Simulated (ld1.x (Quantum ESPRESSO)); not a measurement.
Before and after: TM potential for tellurium

- Element: Te (Z = 52)
- Generator: ld1.x (Quantum ESPRESSO) 7.5
- Type: norm-conserving Troullier–Martins (Kleinman–Bylander form)
- Functional: PBEsol
- Relativity: scalar-relativistic
- Frozen core: [Kr] 4d10
- Valence charge: 6
- Reference configuration: 5s1.75 5p4.25
- Partial waves: 5p (bound): rc 1.55 bohr; 5d channel at 0.2 Ry: rc 1.90 bohr; 5s (bound): rc 1.80 bohr
- Local potential: the s channel
- Core correction: none

All-electron outer shells of the reference configuration (PBEsol, scalar-relativistic, ld1.x):

| shell | level (eV) | outermost node (bohr) | outermost maximum (bohr) |
| --- | --- | --- | --- |
| 4p | -114.59 | 0.38 | 0.74 |
| 4d | -41.93 | 0.36 | 0.81 |
| 5s | -15.34 | 0.91 | 1.80 |
| 5p | -6.11 | 1.00 | 2.17 |

Change: functional BLYP.

Cutoffs: the cutoffs (Ry, on a coarse ladder) from which the occupation-weighted sum of valence levels, in a spherical-Bessel basis at the reference potential, stays within 10 and 1 mRy of its value at 400 Ry; they do not see the model core or the augmentation charge, which bear on the density cutoff. Errors are all-electron minus pseudo energies relative to the spin-unpolarised reference configuration.

**Question.** Predict the effect on cutoff, ghosts and configuration errors.

**Answer.** The potential gets neither clearly harder nor softer (50 Ry and 120 Ry → 50 Ry and 120 Ry); both files keep a bound ghost (d, p); of the 7 tests that both files solve, the error grows in 7 and shrinks in 0 by more than 15 % and 0.3 meV (median size 2.5 → 17.0 meV).

| quantity | base | changed |
| --- | --- | --- |
| cutoff, loose | 50 Ry | 50 Ry |
| cutoff, tight | 120 Ry | 120 Ry |
| bound ghosts | p, d | p, d |
| error for 5s2 5p4, meV [ΔE -2.30 eV] | +1.5 | +3.3 |
| error for 5s2 5p3, meV [ΔE 7.45 → 7.27 eV] | -2.5 | +17 |
| error for 5s2 5p2, meV [ΔE 25.42 → 25.08 eV] | -19 | +67 |
| error for 5s2 5p1, meV [ΔE 52.38 → 51.94 eV] | -56 | +196 |
| error for 5s2 5p3.5, meV [ΔE 1.60 → 1.51 eV] | +0.4 | +7.3 |
| error for 5s2 5p4.3, meV [ΔE -3.77 → -3.73 eV] | +1.6 | +2.7 |
| error for 5s1 5p4, meV [ΔE 17.32 → 17.15 eV] | +9.2 | +21 |
| s: phases at 2.05 bohr within 0.05 rad from the reference energy up to (Ry; the scan ends near 5) | 4.2 | 4.2 |
| p: phases at 2.05 bohr within 0.05 rad from the reference energy up to (Ry; the scan ends near 5) | to the end of the scan | to the end of the scan |
| d: phases at 2.05 bohr within 0.05 rad from the reference energy up to (Ry; the scan ends near 5) | 1.3 | 1.3 |

 A true bound ghost makes a file unfit for plane-wave use even where its test errors are small: the radial tests pick states by their node count and pass the ghost by.
